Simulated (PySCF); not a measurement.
A side-by-side comparison of computed properties.

First species: C6H6ClF.
InChI=1S/C6H6ClF/c1-4-2-5(3-7)6(4)8/h1-3H2

Second species: C₆H₇Cl.
Structure used (GFN2-xTB), in Å, numbered top down from 1:
```
atom  x, y, z in Å
Cl1    3.9035    0.8004    0.2735
C2     2.4402   -0.0871    0.4619
C3     1.4852   -0.0968   -0.4502
C4     0.2025   -0.8520   -0.2853
C5    -0.9531    0.0596   -0.2922
C6    -1.4904    1.2398   -0.3536
C7    -2.4518    0.0919   -0.2049
H8     2.3860   -0.6321    1.3919
H9     1.5875    0.4744   -1.3612
H10    0.0861   -1.5671   -1.1080
H11    0.2062   -1.4201    0.6498
H12   -1.4157    2.2947   -0.4421
H13   -2.9393   -0.0823    0.7489
H14   -3.0475   -0.2237   -1.0555
```

Levels: PBE0/pcSseg-1 for dipole moment, HOMO energy, LUMO energy and HOMO–LUMO gap; GFN2-xTB for rotational constant A and rotational constant C. Geometries: GFN2-xTB. Each structure is a single optimised conformer of the isolated species, non-relativistic unless stated; the electronic structure was computed with PySCF and density fitting.

The conformers computed, where there is a choice (atom-mapped SMILES and torsion angles):
- `[CH2:1]=[C:2]1[CH2:3][C:4]([CH2:5][Cl:6])=[C:7]1[F:8]`: C3–C4–C5–Cl6 -68°
- `[Cl:1]/[CH:2]=[CH:3]/[CH2:4][C:5]1=[CH:6][CH2:7]1`: C2–C3–C4–C5 118°, C3–C4–C5–C6 -2°

Values for the first species:

| Property | Result |
| --- | --- |
| Dipole moment | 2.02 D |
| HOMO energy | -7.01 eV |
| LUMO energy | -1.28 eV |
| HOMO–LUMO gap | 5.73 eV |
| Rotational constant A | 3.271 GHz |
| Rotational constant C | 0.806 GHz |

**Question.** Estimate the same properties for the second species, and the change in each.

**Answer.** 
```
             property      first     second  second less first
        dipole moment     2.02 D     1.28 D            -0.74 D
          HOMO energy   -7.01 eV   -7.09 eV           -0.08 eV
          LUMO energy   -1.28 eV   -0.10 eV           +1.18 eV
        HOMO–LUMO gap    5.73 eV    6.99 eV           +1.26 eV
rotational constant A  3.271 GHz  8.299 GHz         +5.028 GHz
rotational constant C  0.806 GHz  0.729 GHz         -0.077 GHz
```

On the first: In atomic units the dipole is 0.79 e·bohr (1 au = 2.5417 D).

On the second: The dipole equals about 4.3 × 10⁻³⁰ C·m (1 D = 3.33564 × 10⁻³⁰ C·m).
